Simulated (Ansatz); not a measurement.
Molecule: BiI$_{2}$, charge 1, multiplicity 1. 
Geometry from a B3LYP-D3(BJ)/def2-TZVP (Ansatz, a program for electronic structure) optimisation:
```
Bi
I 1 2.7245
I 1 2.7245 2 102.61
```
Charge +1, spin multiplicity 1.

Basis-set convergence of Hartree-Fock and MP2 correlation energies (hartree) with Ansatz. Cores are frozen in the correlated levels unless marked. No spin-orbit coupling. The frozen core is the preceding noble-gas configuration, with the filled d and f shells of earlier blocks. Past Kr the def2 sets carry scalar-relativistic core potentials.

The T1 diagnostic of CCSD in the largest basis is 0.025, which is high, so the coupled-cluster rows are less sure than usual.

```csv
basis,functions,E(HF),"E(corr, MP2)"
def2-SVPD,102,-806.67323,-0.27656
def2-TZVPPD,174,___,___
```

Q: Fill in the missing entries.

A: 
- def2-TZVPPD, E(HF): -806.70274
- def2-TZVPPD, E(corr, MP2): -0.36083
